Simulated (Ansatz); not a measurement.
`COCOC(C)=O` and `C[SiH2]OC(C)=O` differ in one atom or group.

Ansatz, PBE0-D4/def2-TZVP geometries, multiplicity 1. Each molecule was computed in one conformer, which needn't be the lowest.

| property | `COCOC(C)=O` |
| --- | --- |
| size of the dipole moment (B3LYP/def2-TZVPP) / D | 1.00 |
| size of the dipole moment (ωB97M-V/def2-TZVPP) / D | 1.02 |
| HOMO–LUMO gap (ωB97M-V/def2-TZVPP) / eV | 12.78 |
| LUMO energy (B3LYP/def2-TZVPP) / eV | -0.10 |
| HOMO–LUMO gap (PBE/def2-TZVPP) / eV | 5.31 |
| HOMO–LUMO gap (PBE0/def2-TZVPP) / eV | 8.09 |

(1) Give the same properties after the change, and the shifts. (Estimate.)

## Answers

(1) The calculation gave: 
```
                                          property  `C[SiH2]OC(C)=O`  shift
  size of the dipole moment (B3LYP/def2-TZVPP) / D              2.43   1.43
size of the dipole moment (ωB97M-V/def2-TZVPP) / D              2.44   1.42
           HOMO–LUMO gap (ωB97M-V/def2-TZVPP) / eV             12.73  -0.05
               LUMO energy (B3LYP/def2-TZVPP) / eV             -0.15  -0.05
               HOMO–LUMO gap (PBE/def2-TZVPP) / eV              5.38   0.07
              HOMO–LUMO gap (PBE0/def2-TZVPP) / eV              8.22   0.13
```

With PBE0 the HOMO falls by 0.18 eV and the LUMO falls by 0.05 eV, so the gap widens by about 0.13 eV. PBE moves the HOMO by -0.13 eV and ωB97M-V by -0.23 eV. Dipoles are sizes alone; their direction can turn.

B3LYP here is the variant with VWN-RPA as its local correlation; programs differ in this.
